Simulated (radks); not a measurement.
The numbers below are computed, except where a source is named.
Q: The mean radii <r> (bohr) of the occupied orbitals of an atom or ion are listed with their occupations. Level of theory: Dirac Kohn-Sham, Slater X-alpha with alpha = 0.804, spin-unpolarised, spherical densities, finite nucleus; Fermi nuclear charge, rms radius of each element as measured or else 0.836 A^(1/3) + 0.57 fm (a radial shooting solver on a logarithmic mesh with Libxc functionals).

| orbital | occ. | <r> |
|---|---|---|
| 1s1/2 | 2 | 0.01744 |
| 2s1/2 | 2 | 0.07291 |
| 2p1/2 | 2 | 0.06009 |
| 2p3/2 | 4 | 0.06839 |
| 3s1/2 | 2 | 0.1897 |
| 3p1/2 | 2 | 0.1797 |
| 3p3/2 | 4 | 0.1950 |
| 3d3/2 | 4 | 0.1700 |
| 3d5/2 | 6 | 0.1747 |
| 4s1/2 | 2 | 0.4223 |
| 4p1/2 | 2 | 0.4254 |
| 4p3/2 | 4 | 0.4591 |
| 4d3/2 | 4 | 0.4698 |
| 4d5/2 | 6 | 0.4811 |
| 5s1/2 | 2 | 0.9729 |
| 4f5/2 | 6 | 0.5256 |
| 5p1/2 | 2 | 1.056 |
| 4f7/2 | 8 | 0.5331 |
| 5p3/2 | 4 | 1.155 |
| 5d3/2 | 2.8 | 1.600 |
| 5d5/2 | 4.2 | 1.662 |
| 6s1/2 | 1 | 2.651 |

Name the element and its charge. Open shells, if any, are shared by 2j + 1.

A: Z = 77, iridium, charge +1: Ir+ in [Xe] 4f14 5d7 6s1. The 1s radius gives Z: for a bare nucleus <r> = (2 gamma + 1)/(2Z) with gamma = sqrt(1 - (Z/c)^2), 0.01724 bohr for Z = 77, and screening makes it slightly larger (0.01744 here). The occupations add up to 76, and the charge is Z minus that.
